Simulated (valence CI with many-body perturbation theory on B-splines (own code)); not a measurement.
# E1 transitions of Au74+

Method: configuration interaction combined with many-body perturbation theory (CI+MBPT): three valence electrons over a frozen Dirac-Fock core [He], a basis of 11 s, 11 p, 10 d, 8 f, 5 g, 2 h functions for each j, with the one-electron correlation potential Σ1 (screened to all orders), the two-electron term Σ2, the three-electron term Σ3, Breit, model QED; selected single and double excitations, second order for the rest, scaled by the run's own slope (own B-spline code, finite nucleus).

The last digits are not significant, and no measured levels were compared; by estimate large intervals hold to a few tenths of a per cent, small ones and those within an open d or f shell to about a per cent.

Lines 1 to 50 of 575 in falling wavelength, among levels below 18327 eV, chosen from the strongest by gf and those to the six lowest levels. Wavelengths and rates use the calculated energies. Electric multipoles are in the length gauge, E1 and E2 with the static RPA response of the core. Weak lines are less certain than strong ones. Lines between different terms over intervals too small for the method are left out, as are lines whose strength nearly cancels. The highest levels of a list are the least certain.

Levels are named by their leading jj configuration (3d3/2^4 stands for four electrons in 3d with j = 3/2), which in mixed levels can hold well under half, so a name can repeat and another be missing. Letters in brackets count levels of one name in rising energy.

| λ vac (Å) | Upper | Lower | A (s⁻¹) | S (a.u.) |
| --- | --- | --- | --- | --- |
| 321.6 | (2p1/2^2 4f7/2) J=7/2 | (2p1/2^2 4d5/2) J=5/2 | 1.16e+09 | 1.52e-01 |
| 314.1 | (2s 2p1/2 4f7/2) J=5/2 | (2s 2p1/2 4d5/2) J=3/2 | 1.10e+09 | 1.01e-01 |
| 308.1 | (2s 2p1/2 4f7/2) J=7/2 [b] | (2s 2p1/2 4d5/2) J=5/2 [b] | 1.20e+09 | 1.39e-01 |
| 299.3 | (2s 2p1/2 4f7/2) J=7/2 [a] | (2s 2p1/2 4d5/2) J=5/2 [a] | 1.38e+09 | 1.46e-01 |
| 289.7 | (2s 2p1/2 4f7/2) J=9/2 | (2s 2p1/2 4d5/2) J=7/2 | 1.58e+09 | 1.89e-01 |
| 279.1 | (2s^2 4f7/2) J=7/2 | (2s^2 4d5/2) J=5/2 | 1.76e+09 | 1.51e-01 |
| 163.7 | (2s 2p1/2 4f5/2) J=5/2 [b] | (2s 2p1/2 4d3/2) J=3/2 [b] | 6.64e+09 | 8.62e-02 |
| 162.9 | (2s 2p1/2 4f5/2) J=3/2 | (2s 2p1/2 4d3/2) J=1/2 | 5.92e+09 | 5.06e-02 |
| 160.8 | (2p1/2^2 4f5/2) J=5/2 | (2p1/2^2 4d3/2) J=3/2 | 8.64e+09 | 1.06e-01 |
| 157.6 | (2s^2 4f5/2) J=5/2 | (2s^2 4d3/2) J=3/2 | 8.92e+09 | 1.03e-01 |
| 156.6 | (2s 2p1/2 4f5/2) J=5/2 [a] | (2s 2p1/2 4d3/2) J=3/2 [a] | 9.11e+09 | 1.04e-01 |
| 153.4 | (2s 2p1/2 4f5/2) J=7/2 | (2s 2p1/2 4d3/2) J=5/2 | 9.49e+09 | 1.35e-01 |
| 140.4 | (2s 2p1/2 4d5/2) J=7/2 | (2s 2p1/2 4p3/2) J=5/2 | 2.18e+10 | 2.38e-01 |
| 139.2 | (2p1/2^2 4d5/2) J=5/2 | (2p1/2^2 4p3/2) J=3/2 | 2.27e+10 | 1.81e-01 |
| 138.9 | (2s^2 4d5/2) J=5/2 | (2s^2 4p3/2) J=3/2 | 2.13e+10 | 1.69e-01 |
| 137.8 | (2s 2p1/2 4d5/2) J=5/2 [a] | (2s 2p1/2 4p3/2) J=3/2 [a] | 2.28e+10 | 1.77e-01 |
| 136.3 | (2s 2p1/2 4d5/2) J=5/2 [b] | (2s 2p1/2 4p3/2) J=3/2 [b] | 2.03e+10 | 1.52e-01 |
| 127.4 | (2s 2p1/2 4d5/2) J=3/2 | (2s 2p1/2 4p3/2) J=1/2 | 2.00e+10 | 8.17e-02 |
| 61.49 | (2p3/2^2 3d5/2) J=5/2 [a] | (2p3/2^2 3p3/2) J=3/2 [a] | 3.52e+10 | 2.42e-02 |
| 60.44 | (2p1/2 2p3/2 3d5/2) J=9/2 | (2p1/2 2p3/2 3p3/2) J=7/2 | 6.17e+10 | 6.72e-02 |
| 59.87 | (2p1/2 2p3/2 3d5/2) J=7/2 [b] | (2p1/2 2p3/2 3p3/2) J=5/2 [b] | 5.87e+10 | 4.97e-02 |
| 59.63 | (2s 2p1/2 3d5/2) J=7/2 | (2s 2p1/2 3p3/2) J=5/2 | 6.71e+10 | 5.62e-02 |
| 59.49 | (2s 2p3/2 3d5/2) J=7/2 [b] | (2s 2p3/2 3p3/2) J=5/2 [b] | 2.61e+10 | 2.17e-02 |
| 58.79 | (2s 2p3/2 3d5/2) J=9/2 | (2s 2p3/2 3p3/2) J=7/2 | 6.73e+10 | 6.75e-02 |
| 58.70 | (2s 2p3/2 3d5/2) J=7/2 [a] | (2s 2p3/2 3p3/2) J=5/2 [a] | 5.19e+10 | 4.15e-02 |
| 58.67 | (2s 2p3/2 3d5/2) J=5/2 [b] | (2s 2p3/2 3p3/2) J=3/2 [b] | 3.94e+10 | 2.36e-02 |
| 58.60 | (2p1/2^2 3d5/2) J=5/2 | (2p1/2^2 3p3/2) J=3/2 | 7.63e+10 | 4.54e-02 |
| 58.46 | (2s 2p3/2 3d5/2) J=3/2 [b] | (2s 2p3/2 3p3/2) J=1/2 [b] | 4.86e+10 | 1.92e-02 |
| 58.27 | (2s^2 3d5/2) J=5/2 | (2s^2 3p3/2) J=3/2 | 4.19e+10 | 2.45e-02 |
| 58.24 | (2p1/2 2p3/2 3d5/2) J=7/2 [a] | (2p1/2 2p3/2 3p3/2) J=5/2 [a] | 6.89e+10 | 5.37e-02 |
| 58.11 | (2p3/2^2 3d5/2) J=7/2 | (2p3/2^2 3p3/2) J=5/2 | 5.59e+10 | 4.33e-02 |
| 58.09 | (2p1/2 2p3/2 3d5/2) J=5/2 [b] | (2p1/2 2p3/2 3p3/2) J=3/2 [b] | 4.15e+10 | 2.41e-02 |
| 57.90 | (2p3/2^2 3d5/2) J=9/2 | (2p3/2^2 3p3/2) J=7/2 | 7.26e+10 | 6.96e-02 |
| 57.78 | (2s 2p1/2 3d5/2) J=5/2 [a] | (2s 2p1/2 3p3/2) J=3/2 [a] | 7.00e+10 | 4.00e-02 |
| 57.71 | (2p3/2^2 3d5/2) J=5/2 [b] | (2p3/2^2 3p3/2) J=3/2 [b] | 6.88e+10 | 3.92e-02 |
| 57.49 | (2s 2p1/2 2p3/2) J=3/2 [a] | (2s^2 2p3/2) J=3/2 | 1.43e+09 | 5.38e-04 |
| 57.28 | (2s 2p1/2 3d5/2) J=3/2 | (2s 2p1/2 3p3/2) J=1/2 | 4.80e+10 | 1.78e-02 |
| 56.36 | (2s 2p1/2 3d5/2) J=5/2 [b] | (2s 2p1/2 3p3/2) J=3/2 [b] | 6.55e+10 | 3.47e-02 |
| 55.95 | (2p1/2 2p3/2 3d5/2) J=5/2 [a] | (2p1/2 2p3/2 3p3/2) J=3/2 [a] | 5.15e+10 | 2.67e-02 |
| 54.97 | (2s 2p3/2 3d5/2) J=5/2 [a] | (2s 2p3/2 3p3/2) J=3/2 [a] | 4.53e+10 | 2.23e-02 |
| 54.92 | (2p1/2 2p3/2 3d5/2) J=3/2 [a] | (2p1/2 2p3/2 3p3/2) J=1/2 [a] | 5.05e+10 | 1.65e-02 |
| 53.46 | (2p1/2 2p3/2 3p3/2) J=7/2 | (2s 2p3/2 3p3/2) J=5/2 [b] | 6.30e+10 | 3.80e-02 |
| 53.42 | (2s 2p1/2 4p3/2) J=5/2 | (2s^2 4p3/2) J=3/2 | 3.80e+10 | 1.72e-02 |
| 51.47 | (2s 2p1/2 3p3/2) J=5/2 | (2s^2 3p3/2) J=3/2 | 4.87e+10 | 1.97e-02 |
| 48.12 | (2s 2p1/2 2p3/2) J=5/2 | (2s^2 2p3/2) J=3/2 | 1.02e+10 | 3.36e-03 |
| 47.81 | (2p3/2^2 3d5/2) J=5/2 [a] | (2p3/2^2 3p3/2) J=5/2 | 4.96e+10 | 1.61e-02 |
| 47.53 | (2s 2p1/2 4d3/2) J=1/2 | (2s 2p1/2 4p1/2) J=1/2 [b] | 3.46e+11 | 3.67e-02 |
| 47.53 | (2s 2p1/2 4d3/2) J=3/2 [b] | (2s 2p1/2 4p1/2) J=1/2 [b] | 2.53e+11 | 5.36e-02 |
| 46.70 | (2p1/2^2 4d3/2) J=3/2 | (2p1/2^2 4p1/2) J=1/2 | 4.91e+11 | 9.87e-02 |
| 46.28 | (2s 2p1/2 4d3/2) J=3/2 [a] | (2s 2p1/2 4p1/2) J=1/2 [a] | 4.85e+11 | 9.50e-02 |
